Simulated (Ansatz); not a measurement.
Molecular dynamics, step by step

SbH4O (SMILES [OH2+][SbH2]) (charge +1), closed shell, HF/def2-SVP (Ansatz 0.2.0). Settings (timestep in fs, temperature in K; T counts 12 degrees of freedom):

```yaml
hamiltonian: {xc: hf}
md: {n_steps: 80, timestep: 0.75, temperature: 200, ensemble: nvt_nose_hoover, seed: 694, initial_velocities: maxwell_boltzmann}
```

Start (the SMILES describes the start alone):

```xyz
6
angstrom
O 0.0029 -0.9571 0.1857
Sb -0.6057 1.1388 -0.6903
H -0.5173 -1.4046 0.8687
H 0.4315 -1.6383 -0.3526
H 1.0663 1.2529 -0.9311
H -0.3778 1.6085 0.9197
```

```csv
step,time (fs),potential energy less the start (meV),kinetic energy (meV),T (K)
0,0.00,0.0,103.4,200
5,3.75,55.9,48.4,94
10,7.50,-8.3,112.1,217
15,11.25,16.8,88.3,171
20,15.00,-40.9,145.4,281
25,18.75,17.3,89.3,173
30,22.50,-14.5,119.9,232
35,26.25,27.0,80.2,155
40,30.00,-15.2,121.9,236
45,33.75,4.9,102.2,198
50,37.50,-5.5,112.4,217
55,41.25,23.7,83.1,161
60,45.00,5.2,101.1,195
65,48.75,-0.2,106.0,205
70,52.50,-0.8,105.6,204
75,56.25,-6.9,112.2,217
80,60.00,-27.6,132.6,256
```

Step 10, positions (Å) and forces (eV/Å):

| atom | x | y | z | Fx | Fy | Fz |
| --- | --- | --- | --- | --- | --- | --- |
| O1 | -0.002 | -0.951 | 0.175 | 0.016 | -0.704 | -0.538 |
| Sb2 | -0.605 | 1.137 | -0.689 | 0.569 | -0.434 | 0.508 |
| H3 | -0.538 | -1.378 | 0.847 | 0.232 | 0.112 | -0.162 |
| H4 | 0.479 | -1.655 | -0.303 | -0.541 | 0.966 | 0.557 |
| H5 | 1.062 | 1.267 | -0.931 | -0.023 | 0.074 | -0.290 |
| H6 | -0.362 | 1.698 | 0.897 | -0.252 | -0.014 | -0.075 |

Step 15, positions (Å) and forces (eV/Å):

| atom | x | y | z | Fx | Fy | Fz |
| --- | --- | --- | --- | --- | --- | --- |
| O1 | -0.008 | -0.947 | 0.167 | -1.229 | 1.187 | 0.720 |
| Sb2 | -0.604 | 1.135 | -0.688 | 0.810 | 0.052 | 1.194 |
| H3 | -0.536 | -1.367 | 0.846 | 0.180 | 0.065 | -0.109 |
| H4 | 0.491 | -1.609 | -0.260 | 0.813 | -0.890 | -0.694 |
| H5 | 1.073 | 1.291 | -0.995 | -0.374 | 0.029 | -0.047 |
| H6 | -0.395 | 1.770 | 0.955 | -0.200 | -0.443 | -1.063 |

Step 20, positions (Å) and forces (eV/Å):

```
atom       x       y       z      Fx      Fy      Fz
  O1  -0.020  -0.937   0.160   0.772  -0.437  -0.900
 Sb2  -0.603   1.133  -0.686   0.173  -0.193   0.253
  H3  -0.522  -1.357   0.846  -0.114  -0.213   0.248
  H4   0.554  -1.610  -0.264  -0.803   1.024   0.604
  H5   1.041   1.319  -1.067  -0.106   0.021   0.093
  H6  -0.452   1.790   0.889   0.077  -0.202  -0.298
```

Last step (80):

```
6
angstrom
O -0.0579 -0.8742 0.0960
Sb -0.6004 1.1228 -0.6794
H -0.6014 -1.3333 0.7320
H 0.8401 -1.1413 0.2278
H 0.9963 1.1248 -1.2795
H -0.2989 1.7813 0.9252
```

The run took about 40 s on 2 CPU threads of an Arm Neoverse V1 (shared host).
